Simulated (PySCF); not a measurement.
# Correlation energy of Pb²⁺ (lead, charge +2)

[Xe] 4f14 5d10 6s2, closed-shell 1S. All numbers are calculated (PySCF 2.14, scalar relativity through the core potential, in def2-QZVPPD with the def2 core potential (60 electrons)). Frozen: 5s2 5p6 5d10; 2 electrons correlated.

With two correlated electrons CCSD is exact within the correlated space (frozen core and kept virtual orbitals).

| level | correlation energy (mhartree) |
| --- | --- |
| CCSD | -28.24 |

Diagnostics: T1 = 0.0027, D1 = 0.0039, largest double amplitude 0.077.

Cost of the coupled-cluster step: about 4 core-seconds, for 2 correlated electrons.
